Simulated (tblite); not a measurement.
C6H11O (doublet state).
Numbering: `[O:1][CH2:2][CH:3]1[CH2:4][CH2:5][CH2:6][CH2:7]1` (hydrogens: H8, H9 on C2; H10 on C3; H11, H12 on C4; H13, H14 on C5; H15, H16 on C6; H17, H18 on C7)

The geometry is computed with GFN2-xTB (gas phase). This method treats the open shell by occupation alone, without spin polarisation.

**Question.** List the bond lengths, angles and torsions at this level.

**Answer.** 
```csv
bond,length (Å)
O1–C2,1.307
C2–C3,1.562
C3–C4,1.543
"C4–C5, C6–C7",1.529
C5–C6,1.527
C3–C7,1.530
"C2–H8, C2–H9",1.115
C3–H10,1.092
"C4–H11, C7–H18",1.089
"C4–H12, C7–H17",1.091
"C5–H13, C6–H16",1.090
"C5–H14, C6–H15",1.090
```

Bonds in one row agree within 0.01 Å and their mean is given. A selection of angles:
```csv
angle,degrees
O1–C2–C3,115.1
O1–C2–H8,108.1
O1–C2–H9,113.9
C3–C2–H8,102.3
C3–C2–H9,110.3
H8–C2–H9,106.0
C2–C3–C4,110.0
C2–C3–C7,112.5
C2–C3–H10,107.2
C4–C3–C7,105.9
C4–C3–H10,110.2
C7–C3–H10,110.9
C3–C4–C5,105.9
C3–C4–H11,109.5
C3–C4–H12,111.6
C5–C4–H11,111.1
C5–C4–H12,111.6
H11–C4–H12,107.3
C4–C5–C6,104.3
C4–C5–H13,110.4
C4–C5–H14,111.8
C6–C5–H13,109.6
C6–C5–H14,112.5
H13–C5–H14,108.2
C5–C6–H15,110.1
C5–C6–H16,112.8
C7–C6–H15,109.9
C7–C6–H16,112.7
H15–C6–H16,108.6
C6–C7–H17,109.4
C6–C7–H18,112.9
C3–C7–C6,103.7
C3–C7–H17,110.0
C3–C7–H18,112.3
```

Torsions: O1–C2–C3–C4 74° (synclinal); C2–C3–C4–C5 124° (anticlinal); C3–C4–C5–C6 23° (synperiplanar); C4–C5–C6–C7 -39° (synclinal); C5–C6–C7–C3 41° (synclinal); C2–C3–C7–C6 -147° (anticlinal). The mirror-image conformer, all signs reversed, is as good.

The 6 C–C bonds span 1.526 Å (C6–C7, drawn single) to 1.562 Å (C2–C3, drawn single), a spread of 0.036 Å. The 5-membered ring C3–C4–C5–C6–C7 has internal angles of 102.7° to 105.9° (sum 523°, against 540° for a flat polygon); it is puckered, 0.18 Å rms from its mean plane, widest ring torsion 41°. Of the pairs four or more bonds apart, H9···H12 is among the closest relative to their van der Waals radii: 2.45 Å, 102 % of the sum of Bondi's values.

Point group: C1 (no symmetry element, even within 0.4 Å). Its GFN2-xTB frequencies are all real (lowest 24 cm⁻¹). 3 starts were optimised and ended at 0.00, 0.28 and 0.38 kcal/mol (GFN2-xTB); the lowest of these is shown.

The run took 0.42 s wall on Arm Neoverse V1, one thread, no GPU, shared host with 32 logical CPUs at a one-minute load of 21. That covers the optimisation of the geometry.
